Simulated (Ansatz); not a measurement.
Ansatz (a first-principles code) input for B(OH)(SeH)2 (BH3OSe2), SMILES B([SeH])([SeH])O, PBE/def2-SVPD. Geometry optimised at PBE0-D3(BJ)/def2-SVP. The structure was generated by enumeration, and PubChem lists no compound with its InChIKey, so it may never have been made. The values are those of a single conformer.

Ansatz 0.2 input:
```yaml
crystal:
  periodic: [false, false, false]
  atoms:
    - {symbol: B, position_ang: [0.67845855, 0.00172344, 0.00000000]}
    - {symbol: O, position_ang: [2.02642196, 0.08516487, 0.00000000]}
    - {symbol: H, position_ang: [2.48788744, -0.75856625, 0.00000000]}
    - {symbol: Se, position_ang: [-0.35533704, -1.66529309, 0.00000000]}
    - {symbol: H, position_ang: [0.80866881, -2.56894034, 0.00000000]}
    - {symbol: Se, position_ang: [-0.27069790, 1.71004878, 0.00000000]}
    - {symbol: H, position_ang: [-1.61503684, 1.11587717, 0.00000000]}
basis:
  gaussian:
    orbitals: def2-SVPD
hamiltonian:
  xc: {name: PBE}
```

It prints:

```
WARN ansatz: RAYON_NUM_THREADS=1 ignored (pool sized by the plan → 1); use --threads N
Functional definition: PBE
integrals: 0.10 GiB planned
1438 factors; their error is unknown
mean field: 0.56 GiB planned
mean field evaluation 1: about -133427.3033 eV, gradient 5.8e1 eV
mean field evaluation 2: about -133389.7930 eV, gradient 1.4e2 eV
mean field evaluation 4: about -133433.3089 eV, gradient 1.1e1 eV
mean field evaluation 8: about -133433.6689 eV, gradient 2.0e-1 eV
mean field evaluation 16: about -133433.6435 eV, gradient 1.3e-4 eV
mean field -133433.64347397 eV, -4903.5959530966 hartree, gradient 1.9e-5 eV, S^2 0.000000; 0 other end points of the search recorded, 0 dependent functions left out
reference -133433.64353889 eV, -4903.5959554820 hartree; 42, 42 occupied and 107, 107 virtual orbitals, 1438 factors
Total energy: -133433.64353889 eV, -4903.5959554820 hartree
```

The calculation finished and met its thresholds.
